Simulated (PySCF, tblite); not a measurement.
Isomers of C3H10OSSi3, one GFN2-xTB conformer each. Single-point energies are computed at PBE0/pcSseg-1 (PySCF, gas phase, no added dispersion term), electronic only.

| SMILES | GFN2-xTB relative energy (kcal/mol) |
| --- | --- |
| CC(=O)[Si@@H]1[SiH2]S[C@H]1[SiH3] | 83.3 |
| C#C[C@H]([SiH3])S[SiH2]O[SiH3] | 19.1 |
| CC(=O)[SiH2][C@H]1[SiH2][SiH2]S1 | 80.3 |
| C#CC[SiH2]S[SiH2]O[SiH3] | 0.0 |
| C#CC[SiH2]O[SiH2]S[SiH3] | 0.1 |

Conformers: `[CH3:1][C:2](=[O:3])[Si@@H:4]1[SiH2:5][S:6][C@H:7]1[SiH3:8]` with C1–C2–Si4–Si5 166°, C2–Si4–Si5–S6 -117°, Si4–Si5–S6–C7 6°, Si5–S6–C7–Si8 -134°, C2–Si4–C7–S6 127°; `[CH:1]#[C:2][C@H:3]([SiH3:4])[S:5][SiH2:6][O:7][SiH3:8]` with C2–C3–S5–Si6 -73°, C3–S5–Si6–O7 -47°, S5–Si6–O7–Si8 -28°; `[CH3:1][C:2](=[O:3])[SiH2:4][C@H:5]1[SiH2:6][SiH2:7][S:8]1` with C1–C2–Si4–C5 162°, C2–Si4–C5–Si6 44°, Si4–C5–Si6–Si7 133°, C5–Si6–Si7–S8 -7°, Si6–Si7–S8–C5 7°, Si4–C5–S8–Si7 -135°; `[CH:1]#[C:2][CH2:3][SiH2:4][S:5][SiH2:6][O:7][SiH3:8]` with C2–C3–Si4–S5 180°, C3–Si4–S5–Si6 180°, Si4–S5–Si6–O7 180°, S5–Si6–O7–Si8 0°; `[CH:1]#[C:2][CH2:3][SiH2:4][O:5][SiH2:6][S:7][SiH3:8]` with C2–C3–Si4–O5 -53°, C3–Si4–O5–Si6 5°, Si4–O5–Si6–S7 -47°, O5–Si6–S7–Si8 174°.

What does PBE0/pcSseg-1 give for the same structures?

```tsv
SMILES	PBE0/pcSseg-1 E (Eh)	PBE0/pcSseg-1 (kcal/mol)	GFN2-xTB (kcal/mol)	point group
C#CC[SiH2]O[SiH2]S[SiH3]	-1461.47659	0.0	0.1	C1
C#CC[SiH2]S[SiH2]O[SiH3]	-1461.47547	0.7	0.0	Cs
C#C[C@H]([SiH3])S[SiH2]O[SiH3]	-1461.42865	30.1	19.1	C1
CC(=O)[SiH2][C@H]1[SiH2][SiH2]S1	-1461.42852	30.2	80.3	C1
CC(=O)[Si@@H]1[SiH2]S[C@H]1[SiH3]	-1461.42622	31.6	83.3	C1
```

GFN2-xTB puts C#CC[SiH2]S[SiH2]O[SiH3] lowest instead; measured from each level's own lowest isomer, the values differ by up to 51.7 kcal/mol (CC(=O)[Si@@H]1[SiH2]S[C@H]1[SiH3]: 83.3 against 31.6). As drawn, the lowest has a C≡C bond and an Si–O bond, which the highest lacks; the highest has a four-membered ring, a C=O bond and an Si–Si bond, which the lowest lacks. Neighbours under 2.5 kcal/mol apart (C#CC[SiH2]O[SiH2]S[SiH3] and C#CC[SiH2]S[SiH2]O[SiH3]; C#C[C@H]([SiH3])S[SiH2]O[SiH3] and CC(=O)[SiH2][C@H]1[SiH2][SiH2]S1; CC(=O)[SiH2][C@H]1[SiH2][SiH2]S1 and CC(=O)[Si@@H]1[SiH2]S[C@H]1[SiH3]) can change places with a better method, another conformer or zero-point energy.

Which frontier levels, dipoles and rotational constants go with these structures?

| SMILES | HOMO (eV, PBE0/pcSseg-1) | LUMO (eV) | dipole (D) | A, B, C (MHz) |
| --- | --- | --- | --- | --- |
| C#CC[SiH2]O[SiH2]S[SiH3] | -7.25 | -0.08 | 0.64 | 1591, 605.2, 513.2 |
| C#CC[SiH2]S[SiH2]O[SiH3] | -7.41 | -0.34 | 0.39 | 4750, 311.7, 296.1 |
| C#C[C@H]([SiH3])S[SiH2]O[SiH3] | -7.13 | -0.41 | 1.36 | 1269, 623.4, 566.7 |
| CC(=O)[SiH2][C@H]1[SiH2][SiH2]S1 | -6.42 | -1.53 | 3.32 | 2131, 625.4, 504.4 |
| CC(=O)[Si@@H]1[SiH2]S[C@H]1[SiH3] | -6.82 | -1.58 | 2.56 | 1208, 797.4, 531.9 |

What happens when harmonic zero-point energies from GFN2-xTB frequencies are added?

```
                           SMILES  ZPE (kcal/mol)  electronic (kcal/mol)  with ZPE (kcal/mol)
         C#CC[SiH2]O[SiH2]S[SiH3]            68.9                    0.0                  0.0
         C#CC[SiH2]S[SiH2]O[SiH3]            68.5                    0.7                  0.3
   C#C[C@H]([SiH3])S[SiH2]O[SiH3]            66.8                   30.1                 27.9
 CC(=O)[SiH2][C@H]1[SiH2][SiH2]S1            71.1                   30.2                 32.3
CC(=O)[Si@@H]1[SiH2]S[C@H]1[SiH3]            70.5                   31.6                 33.1
```

The zero-point energies span 4.3 kcal/mol. The order is unchanged.
